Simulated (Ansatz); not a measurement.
Si₅O₄ (the lowest singlet isomer of a short search), 9 atoms. Hardware: 4 threads of Arm Neoverse V1 on a shared host.

Correlated methods freeze 29 core orbitals.

Question: How many basis functions does each of these Ansatz runs have, and roughly what does it cost? HF/STO-3G, charge 0 singlet, energy; PBE0-D4/def2-TZVP, charge 0 singlet, energy, from earlier orbitals; PBE0-D4/def2-SVP, charge 0 singlet, energy, from earlier orbitals; BHLYP-D4/def2-TZVP, charge 0 singlet, energy, from earlier orbitals; r2SCANh-D4/def2-TZVP, charge 0 singlet, energy, from earlier orbitals; PBE-D4/def2-SVP, charge 0 singlet, energy, from earlier orbitals; PBE-D4/def2-SVP, charge 0 singlet, relaxation, 13 steps; PBE-QIDH/def2-TZVP, charge 0 singlet, energy, from earlier orbitals; r2SCAN-D4/def2-TZVP, charge 0 singlet, energy, from earlier orbitals; PBE-D4/def2-TZVP, charge 0 singlet, energy and forces, from earlier orbitals; CCSD(T)/def2-SVP, charge 0 singlet, energy, from earlier orbitals; MP2/def2-TZVP, charge 0 singlet, energy, from earlier orbitals.

Answer: Other jobs shared the machine, so times can vary by a factor of up to 3. A dash marks memory too small to be measured apart from the calling script's.

```
                                                                         run  functions  fitting or Cholesky vectors  wall time  peak host memory (GiB)
                                         HF/STO-3G, charge 0 singlet, energy         65                          797     0.45 s                       –
            PBE-D4/def2-SVP, charge 0 singlet, energy, from earlier orbitals        146                         1552      2.2 s                       –
           PBE0-D4/def2-SVP, charge 0 singlet, energy, from earlier orbitals        146                         1334      3.4 s                       –
PBE-D4/def2-TZVP, charge 0 singlet, energy and forces, from earlier orbitals        309                         1864        7 s                    0.63
        r2SCAN-D4/def2-TZVP, charge 0 singlet, energy, from earlier orbitals        309                         1864       13 s                    0.67
          PBE0-D4/def2-TZVP, charge 0 singlet, energy, from earlier orbitals        309                         1944       13 s                     1.5
         BHLYP-D4/def2-TZVP, charge 0 singlet, energy, from earlier orbitals        309                         2098       14 s                     1.3
              MP2/def2-TZVP, charge 0 singlet, energy, from earlier orbitals        309                         1914       15 s                     1.2
       r2SCANh-D4/def2-TZVP, charge 0 singlet, energy, from earlier orbitals        309                         1864       19 s                     1.5
         PBE-QIDH/def2-TZVP, charge 0 singlet, energy, from earlier orbitals        309                         1914       20 s                     1.2
                     PBE-D4/def2-SVP, charge 0 singlet, relaxation, 13 steps        146                         1552       25 s                       –
           CCSD(T)/def2-SVP, charge 0 singlet, energy, from earlier orbitals        146                         1334       27 s                    0.97
```
